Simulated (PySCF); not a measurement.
**Assigning NMR signals**

Numbering as in the mapped SMILES `[SiH3:1][S:2][C@@H:3]1[BH:4][CH2:5][CH2:6][CH2:7][CH2:8]1`; H(Xn) means a hydrogen on atom n. Ha(C5), Ha(C6), Ha(C7), Ha(C8) are cis to S2 on the ring; Hb(C5), Hb(C6), Hb(C7), Hb(C8) are trans to S2 on the ring.

Theoretical values (PySCF 2.14.0 with density-fitted response routines): σ from GIAO-B97-2/pcSseg-1, PBE0-D3(BJ)/def2-SVP structure. Non-relativistic, no solvent, one computed conformer, fast rotation and ring inversion assumed for equivalent nuclei.

Scale: 13C (183.69 ppm), 1H (31.38 ppm) against TMS (reference shieldings calculated alike).

Task: Assign these signals to the numbered atoms. 13C{1H} NMR (computed): δ 43.2 (CH), 36.4 (CH2), 30.9 (CH2), 30.2 (CH2), 25.1 (CH2).

Result: 
```tsv
δ (ppm)	atoms	environment	reason
43.2	C3	sp3 CH bonded to B and S	–
36.4	C8	sp3 CH2 in a ring	a saturated carbon with 2 carbon neighbours and no heteroatom attached
30.9	C5	sp3 CH2 bonded to B	–
30.2	C7	sp3 CH2 in a ring	aliphatic region, no heteroatom directly attached
25.1	C6	sp3 CH2 in a ring	–
```

C5 and C7 lie closer than the usual error of such a calculation, so a measured spectrum could show them in the other order.

Task: Assign these signals to the numbered atoms. 1H NMR (500 MHz, computed): δ 7.33 (br, 1H), 4.41 (s, 3H), 2.06 (m, 1H), 1.99 (m, 1H), 1.92 (m, 1H), 1.78 (m, 1H), 1.71 (m, 1H), 1.54 (m, 1H), 1.28 (m, 1H), 1.23 (m, 1H), 0.82 (m, 1H).

Result: 
| δ (ppm) | atoms | environment | reason |
| --- | --- | --- | --- |
| 7.33 | H(B4) | hydrogen on a boron bonded to 2 C, in a 6-membered ring | – |
| 4.41 | H(Si1) | hydrogen on a silicon bonded to S | – |
| 2.06 | Hb(C8) | hydrogen on an sp3 CH2 in a ring | – |
| 1.99 | Ha(C5) | hydrogen on an sp3 CH2 bonded to B | – |
| 1.92 | H(C3) | hydrogen on an sp3 CH bonded to B and S | – |
| 1.78 | Ha(C7) | hydrogen on an sp3 CH2 in a ring | far from electronegative atoms and π systems |
| 1.71 | Hb(C6) | hydrogen on an sp3 CH2 in a ring | – |
| 1.54 | Ha(C8) | hydrogen on an sp3 CH2 in a ring | – |
| 1.28 | Hb(C7) | hydrogen on an sp3 CH2 in a ring | far from electronegative atoms and π systems |
| 1.23 | Ha(C6) | hydrogen on an sp3 CH2 in a ring | – |
| 0.82 | Hb(C5) | hydrogen on an sp3 CH2 bonded to B | – |

Hb(C8) and Ha(C5); Ha(C5) and H(C3); Ha(C7) and Hb(C6); Hb(C7) and Ha(C6) lie closer than the usual error of such a calculation, so a measured spectrum could show them in the other order.

Hydrogens on boron are broadened and split by 11B (spin 3/2, 80 %) and 10B (spin 3). A carbon bonded to boron is broadened by the quadrupolar boron nucleus and is often missing from a measured spectrum. Shifts are as computed. Against solution values, carbons near 30 ppm lie about +1 ppm off and those near 130 ppm about +2 ppm. Of 1211 compounds with measured shifts, 218 miss one by over three times the rms of a fit or turn the order of signals round; such compounds aren't used in these exercises. No couplings were computed; multiplicities are counted from neighbouring protons, with m where these are inequivalent, close in shift, in a saturated or five-membered ring or joined by F or P, and br s for small geminal =CH2 splittings.
